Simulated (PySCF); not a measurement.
Compound: AsGeH6P.
Atom-mapped SMILES: `[PH2:1][GeH2:2][AsH2:3]` (hydrogens: H4, H5 on P1; H6, H7 on Ge2; H8, H9 on As3)

Computed by this run: PBE0-D3(BJ)/def2-SVP geometry optimisation, gas phase (PySCF 2.14.0); density fitting, grid level 1; the optimiser is geomeTRIC in internal coordinates, started from a GFN2-xTB structure with every atom displaced at random (about 0.01 Å).

Step 0: E = -126710.8107 eV
```
atom  x, y, z in Å  |  force x, y, z in eV/Å
P1      1.9790   -0.3128   -0.3648    0.450   1.748  -0.672
Ge2    -0.0138    0.9248   -0.2720    0.417   0.259  -0.142
As3    -2.0846   -0.1230    0.4268    0.175   0.131   0.335
H4      1.3504   -1.4350   -0.8131   -0.687  -1.396  -0.603
H5      1.8545   -0.6872    0.9484   -0.019  -0.413   1.360
H6     -0.1955    1.5843   -1.6404   -0.169  -0.120  -0.369
H7      0.2973    2.1580    0.5824   -0.009   0.051   0.389
H8     -1.7794   -1.2918   -0.4671   -0.046  -0.354  -0.360
H9     -1.3502   -0.8345    1.5659   -0.111   0.095   0.061
```

Question: Estimate the geometry and energy of step 1. (The exact step hangs on the optimiser's Hessian estimate; all steps are aligned on step 0, rigid shifts and turns removed.)

Answer: E = -126710.9559 eV, largest force 0.518 eV/Å
```
atom  x, y, z in Å  |  force x, y, z in eV/Å
P1      1.9413   -0.3086   -0.3450   -0.211  -0.437   0.182
Ge2     0.0136    1.0038   -0.3027    0.007   0.099  -0.028
As3    -2.0039   -0.1426    0.4284    0.013  -0.144  -0.119
H4      1.2603   -1.4796   -0.8694    0.198   0.386   0.165
H5      1.7694   -0.7277    1.0313    0.042   0.099  -0.371
H6     -0.2298    1.5841   -1.7199    0.019  -0.077   0.119
H7      0.2785    2.1915    0.6576   -0.016  -0.094  -0.073
H8     -1.7090   -1.3327   -0.4998   -0.053   0.158   0.115
H9     -1.2625   -0.8053    1.5858    0.001   0.009   0.011
```

The energy changes by -0.1453 eV. The first-order estimate −F·Δx gives -0.3982 eV and the mean of the old and new forces, exact on a quadratic surface, -0.1529 eV. The step makes an angle of 62° with the force vector and moves no atom by more than 0.126 Å.

The cost below is that of the whole optimisation. Time: 93 s; peak memory 0.48 GiB. Hardware: one thread, Arm Neoverse V1 (aarch64), no GPU, shared host with 32 logical CPUs at a one-minute load of 20.
